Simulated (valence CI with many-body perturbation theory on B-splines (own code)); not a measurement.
Values are calculated unless marked as measured or tabulated.
**Fe¹³⁺: magnetic and hyperfine properties of the levels**

Level of theory: valence CI with perturbative core correlation (CI+MBPT): three valence electrons over a frozen Dirac-Fock core [Ne], radial functions for each j: 11 s, 11 p, 10 d, 8 f, 5 g, 2 h, with the one-electron correlation potential Σ1 (screened to all orders), the two-electron term Σ2, the three-electron term Σ3, Breit, model QED; selected single and double excitations, second order for the rest, scaled by the run's own slope (own B-spline code, finite nucleus).

No measured levels were compared; by estimate levels of excited configurations hold to 0.05 to 0.15 % of their energy, terms of the ground configuration to about 0.5 %.

A/g_I is the dipole constant over the nuclear g factor μ/I (μ in nuclear magnetons, uniformly magnetised nucleus), B/Q the quadrupole constant per barn. Both hold the static response of the core; the bare values leave it out. Large factors of s and p1/2 electrons are usually good to 5 to 10 %; those of open d and f shells near neutrality can be off by tens of per cent, and small factors of p3/2, d and f electrons come from cancelling terms and can be off by a factor of two or in sign, in half-filled shells by more. B is blank for J = 1/2, where it vanishes, and for nearly pure S terms. Energies count from the lowest level.

Names give the largest LS component (configuration and term), which can be under half, so a name can repeat, a term be missing and a line seem to break the LS rules; names also repeat where a configuration has a term twice. Letters in brackets count levels of one name in rising energy.

```tsv
Level	E (eV)	g	A/g_I (MHz)	A/g_I bare	B/Q (MHz/b)	B/Q bare
3s2 3p 2P°_1/2	0.00	0.665	24200	22900		
3s2 3p 2P°_3/2	2.34	1.333	4870	4780	8510	8110
3s 3p2 4P_1/2	27.89	2.661	46700	44600		
3s 3p2 4P_3/2	28.85	1.732	21000	20100	6970	6640
3s 3p2 4P_5/2	30.04	1.592	21800	20900	-8410	-8010
3s 3p2 2D_3/2	37.11	0.804	-4760	-4350	10800	10300
3s 3p2 2D_5/2	37.38	1.208	21100	20000	15200	14500
3s 3p2 2S_1/2	45.26	1.714	64400	60700		
3s 3p2 2P_1/2	48.21	0.961	31700	29700		
3s 3p2 2P_3/2	49.21	1.329	-4250	-3610	-8590	-8200
3s2 3d 2D_3/2	58.68	0.799	594	784	2320	2330
3s2 3d 2D_5/2	58.93	1.200	3350	3370	3260	3270
3p3 2D°_3/2	71.46	0.861	1980	1890	2460	2370
3p3 2D°_5/2	71.94	1.199	9190	8920	-2520	-2370
3p3 4S°_3/2	73.04	1.930	-1550	-508		
3s 3p 3d 4F°_3/2	79.55	0.422	-8410	-7870	4330	4210
3p3 2P°_1/2	79.66	0.665	20700	19400		
3s 3p 3d 4F°_5/2	80.06	1.031	6400	6240	3660	3580
3p3 2P°_3/2	80.10	1.323	2860	3080	-2540	-2420
3s 3p 3d 4F°_7/2	80.80	1.239	10600	10200	5430	5300
3s 3p 3d 4F°_9/2	81.83	1.333	11400	11000	10300	9960
3s 3p 3d 4P°_5/2	85.56	1.513	13000	12600	3870	3820
3s 3p 3d 4D°_3/2	85.86	1.398	8820	8700	2300	2230
3s 3p 3d 4D°_1/2	86.04	0.323	-23300	-21700		
3s 3p 3d 4D°_7/2	87.18	1.426	13800	13300	-6480	-6090
3s 3p 3d 4P°_1/2	87.24	2.345	43000	41000		
3s 3p 3d 4D°_5/2	87.28	1.427	14000	13500	-4560	-4390
3s 3p 3d 4P°_3/2	87.29	1.516	16800	16200	-2930	-2880
3s 3p 3d 2D°_3/2	88.93	0.816	-9850	-9100	-4530	-4270
3s 3p 3d 2D°_5/2 [a]	89.01	1.222	16400	15600	-6100	-5740
3s 3p 3d 2F°_5/2 [a]	92.39	0.863	6680	6370	8530	8290
3s 3p 3d 2F°_7/2 [a]	94.23	1.142	944	1140	10100	9870
3s 3p 3d 2P°_3/2 [a]	100.13	1.298	10800	10400	1950	1930
3s 3p 3d 2P°_1/2 [a]	101.13	0.665	-19200	-17900		
3s 3p 3d 2F°_7/2 [b]	101.41	1.143	12100	11600	10000	9760
3s 3p 3d 2F°_5/2 [b]	101.78	0.859	-5650	-5130	8660	8420
3s 3p 3d 2P°_1/2 [b]	104.12	0.664	496	669		
3s 3p 3d 2P°_3/2 [b]	104.29	1.068	9580	9150	552	634
3s 3p 3d 2P°_3/2 [c]	104.64	1.098	2430	2590	-4890	-4660
3s 3p 3d 2D°_5/2 [b]	104.75	1.196	-2470	-2000	-6460	-6070
```

Take the isotope of mass number 57, with I = 1/2, μ = 0.09064 μN. What is the hyperfine structure of 3s 3p2 2D_5/2?

From the table A = 3820 MHz. Shifts from the centre of gravity in MHz: F = 2: -6680, F = 3: 4780.
